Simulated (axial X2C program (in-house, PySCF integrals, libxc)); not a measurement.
Values are calculated unless marked as measured or tabulated.
## MgTe⁺: input and output

Program: an in-house all-electron X2C program for linear molecules (integrals from PySCF).

The run was started with this input:
```json
{"zs": [52, 12], "q": 1, "bas": ["dyall-cv3z", "dyall-cv3z"], "levels": ["PBE0", "HF", "BHandHLYP"], "cc": true, "r0": 2.6, "thr": -1.0, "nmax": 90, "npts": 10, "nst": 2, "ntry": 6}
```
```bash
python so2c.py task.json out
```

Keys: zs atomic numbers; q charge; bas basis sets; levels methods; cc coupled cluster on or off; r0 starting distance in Å; thr threshold in hartree for freezing inner shells (an s shell follows its p shell); nmax most natural virtual spinors; npts points on the curve; nst determinants followed; ntry starts of the search. HF also brings MP2.

Output of the HF step, two-component, at R = 2.592 Å for the state Ω = 3/2. It starts from PBE0 orbitals of this distance.

```
two-component X2C + atomic mean field  HF
basis functions 208  fitting functions 938  grid points 5085
iter        total energy     max residual
   1      -6987.757233973     2.51e-01
   2      -6987.778731157     5.02e-03
   3      -6987.779329429     1.27e-03
   4      -6987.779420022     6.71e-04
   5      -6987.779452610     3.05e-04
   6      -6987.779474745     2.24e-04
   7      -6987.779488686     2.02e-04
   8      -6987.779498376     2.19e-04
   9      -6987.779507858     1.95e-04
  10      -6987.779520555     1.60e-04
  11      -6987.779535300     1.29e-04
  12      -6987.779555670     1.19e-04
  13      -6987.779594458     8.59e-05
  14      -6987.779605582     3.41e-05
  15      -6987.779607621     1.28e-05
  16      -6987.779607845     1.56e-05
  17      -6987.779607858     5.34e-06
  18      -6987.779607863     7.00e-06
  19      -6987.779607876     1.40e-06
  20      -6987.779607876     5.53e-07
converged
one-electron -9834.54064424  Coulomb 2914.08097543  exact exchange -190.64906319  xc functional 0.00000000  nuclear repulsion 127.39451374  atomic mean-field constant -4.06538962
correlated 7  virtual 295  natural virtual 88  E(MP2) -0.124308224  MP2 remainder -0.002242315
iter   CCSD correlation   residual
   1     -0.135421018   9.96e-02
   2     -0.140140147   4.32e-02
   3     -0.140907711   1.98e-02
   4     -0.141199057   1.21e-02
   5     -0.141320625   5.57e-03
   6     -0.141355779   2.32e-03
   7     -0.141373805   1.04e-03
   8     -0.141374183   5.44e-04
   9     -0.141370805   3.27e-04
  10     -0.141372022   1.46e-04
  11     -0.141372812   5.41e-05
  12     -0.141373154   2.25e-05
  13     -0.141373226   1.20e-05
  14     -0.141373247   6.53e-06
  15     -0.141373321   3.87e-06
  16     -0.141373364   2.05e-06
  17     -0.141373388   9.62e-07
  18     -0.141373393   5.11e-07
(T) -0.006482638  T1 0.0405  D1 0.0794  max T2 0.085
```
Energies are in hartree; totals compare only within one Hamiltonian and basis. T1 is large, a sign of multireference character or of a spin-contaminated reference. T1 in the output is the amplitude norm over the root of the electron number; divide by √2 for the Lee–Taylor value. The determinant is spin-polarised beyond a pure state at some levels (its spin-free form has ⟨S²⟩ too high), which makes Re and μ there less reliable.
